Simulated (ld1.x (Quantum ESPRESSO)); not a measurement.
Configuration tests for Er (PAW)

* Element: erbium
* Generator: ld1.x (Quantum ESPRESSO) 7.5
* Type: PAW
* Functional: PBE
* Relativity: fully relativistic
* Frozen core: [Kr] 4d10 4f11
* Valence charge: 11
* Reference configuration: 5s2 5p6 5d1 6s2 6p0
* Partial waves: 5s (bound): rcut 1.60, rcutus 1.95 bohr; 6s (bound): rcut 1.60, rcutus 1.95 bohr; 5p (bound): rcut 1.90, rcutus 2.15 bohr; 6p (bound, empty): rcut 1.90, rcutus 2.15 bohr; 5d (bound): rcut 2.20, rcutus 2.90 bohr; 5d channel at 3.6 Ry: rcut 2.20, rcutus 2.90 bohr
* Local potential: all-electron potential smoothed inside 2.80 bohr (lloc = -1)
* Core correction: Bessel-smoothed model core, default radius (core density twice the valence density)
* Augmentation charge: GAUSS, radius 1.65 bohr

Open shells are filled in proportion to 2j + 1 (rel_dist='average').

Energies are relative to the spin-unpolarised reference configuration 5s2 5p6 5d1 6s2 6p0; without spin polarisation the order of configurations can differ from experiment.

```csv
valence configuration,charge,ΔE all-electron (eV),error AE − PS (meV)
5s2 5p6 5d1 6s1 6p0,+1,7.045,-5.2
5s2 5p6 5d1 6s0 6p0,+2,19.810,-32
5s2 5p6 5d1 6s0 6p1,+1,10.967,-12
5s2 5p6 5d2 6s0 6p0,+1,8.938,-6.0
5s2 5p6 5d1 6s0 6p2,0,6.473,-5.4
```

(1) What are ΔE and the potential's error for 5s2 5p6 5d0 6s2 6p0?

(2) What are ΔE and the potential's error for 5s2 5p6 5d0 6s0 6p0?

The ghost test of this file was not conclusive.

Results:

(1) ΔE = 5.618 eV all-electron; the error (AE − PS) is -23 meV.

(2) ΔE = 39.753 eV all-electron; the error (AE − PS) is -144 meV.
